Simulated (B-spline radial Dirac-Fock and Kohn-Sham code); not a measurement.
# K-line shifts caused by a second vacancy in Au⁷⁺

System: gold as Au⁷⁺ in the configuration [Xe] 4f14 5d4.

The computed values come from a B-spline atomic structure program: ΔSCF Dirac-Fock with Breit, self-energy and vacuum polarisation, finite nucleus, configuration average. Each two-hole energy is an average over J within one jj subconfiguration, not an observable level; in light atoms, where LS coupling holds, the j-resolved values are not observed lines, and for a K spectator the Kα1 hypersatellite is nearly forbidden. Correlation and solid-state effects are left out.

Lines without a spectator: Kα2 (K-L2) 66985.3 eV, Kα1 (K-L3) 68800.1 eV, Kβ3 (K-M2) 77565.6 eV, Kβ1 (K-M3) 77970.7 eV. Shifts in eV with one spectator hole (a dash: not computed, or left out as unreliable):

```
spectator hole      Kα2      Kα1      Kβ3      Kβ1
        K (1s)  +1085.1  +1180.1  +1408.7  +1431.1
    L2 (2p1/2)   +142.2   +195.1        –   +361.8
    L3 (2p3/2)   +100.1   +112.7   +260.2        –
    M2 (3p1/2)        –    +31.7    +58.8    +70.0
    M3 (3p3/2)   +15.82        –    +47.6    +48.7
    M4 (3d3/2)    +5.19    +1.89        –        –
    M5 (3d5/2)    -0.57    +3.92        –        –
```

Run: 75 s of CPU time on 1 thread of Neoverse-N1 (shared host), peak memory 0.56 GiB.
